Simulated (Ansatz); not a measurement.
Isolated molecules relaxed with PBE0-D4/def2-TZVP in Ansatz; ΔE leaves out vibrations. CCSD(T)/CBS is the MP2 limit (def2-TZVPP, def2-QZVPP) plus CCSD(T) − MP2 in def2-TZVPP, frozen cores. Functionals use def2-TZVPP. B3LYP here is the variant with VWN-RPA as its local correlation; programs differ in this.

Reaction (isomerisation): `B/C(C)=C/F` → `FC1BCC1`

`B/C(C)=C/F`:

```xyz
11

B     0.493    0.727   -1.313
C     0.038    0.109    0.006
C    -0.482   -1.291    0.143
C     0.141    0.935    1.053
F    -0.203    0.594    2.291
H     0.896    1.854   -1.329
H     0.454    0.103   -2.334
H    -1.353   -1.439   -0.501
H     0.273   -2.011   -0.182
H    -0.768   -1.534    1.167
H     0.511    1.953    1.001
```

`FC1BCC1`:

Cartesian coordinates in Å:
```
F 0.847 0.600 -2.101
C 0.469 -0.177 -1.038
B -0.981 -0.197 -0.513
C -0.568 -0.457 0.962
C 0.558 0.469 0.395
H 1.059 -1.094 -1.030
H -1.889 0.467 -0.912
H -0.133 -1.422 1.217
H -1.181 -0.075 1.774
H 0.286 1.526 0.381
H 1.533 0.360 0.866
```

```tsv
level	ΔE (kJ/mol)
PBE-D4	27.2
B3LYP-D4	47.9
ωB97X-V	21.5
B2PLYP	42.5
PBE0	19.6
HF/def2-TZVPP	59.2
HF/def2-QZVPP	59.6
SCS-MP2/def2-QZVPP	34.2
```

Problem. What does CCSD(T)/CBS give? (Estimate.)

Solution. Ansatz gave: +30.6 kJ/mol. The listed levels differ from it by -3.4, 17.3, -9.1, 11.9, -11.0, 28.6, 29.0, 3.6 kJ/mol.

Largest T1 diagnostic among the species: 0.012.

In def2-TZVPP, CCSD(T) changes the Hartree–Fock value by −25.7 kJ/mol (the triples alone add +0.7 kJ/mol) and MP2 by −32.2 kJ/mol. From PBE to PBE0 (25 % exact exchange), in def2-TZVPP and without D4, ΔE moves by −7.8 kJ/mol.
